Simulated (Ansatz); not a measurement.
Process, species as SMILES: BrCl (Cl-Br) → Cl atom + Br atom
B3LYP-D3(BJ)/def2-TZVP geometries, fixed; electronic energies without zero-point terms.

The bond dissociation energy at CCSD(T) with Ansatz (a first-principles code), in kcal/mol, split into its Hartree-Fock and correlation parts. Cores are frozen (with 3d on Ga to Br). Open shells are unrestricted. No added dispersion term, no relativity. Functions are those of the species that has most.

```
basis        X  functions  Hartree-Fock  CCSD(T)
-----------  -  ---------  ------------  -------
cc-pV(D+d)Z  2         50         12.79    40.78
cc-pV(T+d)Z  3         82         17.04    50.06
cc-pV(Q+d)Z  4        132         17.39    53.47
cc-pV(5+d)Z  5        204         17.51    54.83
```

Worked estimate of the basis-set limit from each neighbouring pair, with Hartree-Fock from the larger set and the correlation part extrapolated as X^-3.
Correlation parts: X = 2: 27.99, X = 3: 33.02, X = 4: 36.08, X = 5: 37.32.
- (2,3): (27·(33.02) - 8·(27.99))/19 = 35.14; with Hartree-Fock 17.04 the estimate is 52.18 kcal/mol.
- (3,4): (64·(36.08) - 27·(33.02))/37 = 38.31; with Hartree-Fock 17.39 the estimate is 55.70 kcal/mol.
- (4,5): (125·(37.32) - 64·(36.08))/61 = 38.62; with Hartree-Fock 17.51 the estimate is 56.13 kcal/mol.
The last two estimates differ by 0.43 kcal/mol; the largest set lies 1.30 from the last. Over the last step Hartree-Fock moves by 0.12 and the correlation part by 1.24.
